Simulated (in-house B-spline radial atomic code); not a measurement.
The numbers below are computed, except where a source is named.
## Xe in an electron gas of r_s = 1.65: phase shifts, screening and friction

A nucleus sits in a uniform electron gas with a rigid positive background. The Kohn-Sham equations are solved self-consistently in the spin-unpolarised LDA (PW92), non-relativistic, on B-splines with outgoing waves at the boundary and partial waves to l = 8. The model has no lattice, no bands and no magnetic solution. Atomic units; δ_l are the phase shifts at the Fermi level, counted so that each bound state adds π, and good to about 0.0005.

The density parameter is r_s = 1.65 bohr.

| l | δ_l (rad) |
| --- | --- |
| 0 | 13.2517 |
| 1 | 10.8240 |
| 2 | 7.1534 |
| 3 | 0.3990 |
| 4 | 0.0429 |
| 5 | 0.0100 |
| 6 | 0.0026 |
| 7 | 0.0008 |
| 8 | 0.0003 |

Bound levels below the band bottom (hartree): s -6.218, p -4.607, d -1.838, s -0.3112, p -0.002913 and deeper ones.

Question: Check the Friedel sum rule, and say where the screening charge sits.

Answer: k_F = (9π/4)^(1/3)/r_s = 1.16313. The rule is Z = (2/π) Σ (2l + 1) δ_l. The terms are s 8.436, p 20.672, d 22.770, f 1.778 and 0.348 beyond, in all 54.005 against Z = 54. Bound states hold 10 s, 24 p, 20 d electrons, so the scattering states carry 0.00 in all; where a term is smaller than its bound count, the bound level has drawn weight out of the band.

Question: Find the transport cross section and the electronic stopping of a 1 keV Xe ion (mass 131.29 u).

Answer: σ_tr = (4π/k_F²) Σ (l + 1) sin²(δ_l − δ_(l+1)). The terms for l = 0 to 3 are 0.4287, 0.5094, 0.6183, 0.4861, all together 2.0483, so σ_tr = 9.289 × 2.0483 = 19.026 bohr². With n = 3/(4π r_s³) = 0.05314, the friction coefficient is Q = n k_F σ_tr = 1.1761. For v well below v_F = 1.163, dE/dx = Q v; with 24801 eV per u at v = 1, v = √(1000/(24801 × 131.29)) = 0.0175, so dE/dx = 0.02061 hartree/bohr = 10.6 eV/nm. The largest term couples the d and f waves.
